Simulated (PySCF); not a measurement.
B²⁺: ionisation energy

B²⁺ [He] 2s1 (2S) → B³⁺ 1s2 (1S), as a difference of total energies. Calculation: PySCF 2.14, in 6-31G* (3s2p1d, 14 functions); no relativity, point nucleus. The calculations carry no spin-orbit coupling.

```tsv
method	ionisation energy (eV)	error (eV)
UHF	37.768	-0.163
M06-L	37.180	-0.751
PBE0	38.159	+0.228
```

Reference: 37.931 eV (measured; NIST Atomic Spectra Database, ionization energies).
